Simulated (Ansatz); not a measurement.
Several settings on one geometry of Zr2(Cl)8 (Zr₂Cl₈) (that of the charge 0 singlet, r2SCAN-D4/def2-SVP). Ansatz on 2 threads of AMD EPYC 7R13 on a shared host; times are rough.

```xyz
10

Zr   -1.086   -0.499   -1.247
Cl   -3.344   -0.027   -1.469
Cl   -0.093    0.559   -3.082
Cl   -0.929   -2.736   -1.870
Cl   -0.985   -1.071    1.259
Zr    1.103    0.553    1.451
Cl    1.934   -0.749   -0.352
Cl    1.289   -0.212    3.654
Cl    2.621    2.319    1.551
Cl   -0.510    1.863    0.105
```

Totals from different functionals, basis sets or treatments of relativity can't be compared as stabilities.

In the def2 sets Zr takes a core potential; there is no spin–orbit coupling. Correlated methods freeze 40 core orbitals; core or outer-core shells of Zr are correlated, in sets that lack core-valence functions.

Problem. Give the basis size and estimate the energy, ⟨S²⟩, dipole and time of these runs.

| run | method | charge | state | further keys |
| --- | --- | --- | --- | --- |
| 1 | RKS ωB97X/def2-mTZVP | 0 | singlet | pseudopotentials: {relativity: none}; scf: {lower_state_search: full}; forces asked |
| 2 | RKS PBE0, rpa/def2-TZVP | 0 | singlet | scf: {omitted_lower_state_checks: [starts]} |
| 3 | RKS r2SCAN0/def2-mTZVPP | 0 | singlet | scf: {omitted_lower_state_checks: [starts]}; forces asked |

Solution. 
| run | functions | energy (Eh) | ⟨S²⟩ | dipole (D) | wall time |
| --- | --- | --- | --- | --- | --- |
| 1 | 242 | -3776.3742 | – | 1.57 | 2.1 min |
| 2 | 376 | -3772.7531 | – | – | 15 s |
| 3 | 282 | -3776.1485 | – | 1.44 | 10 s |
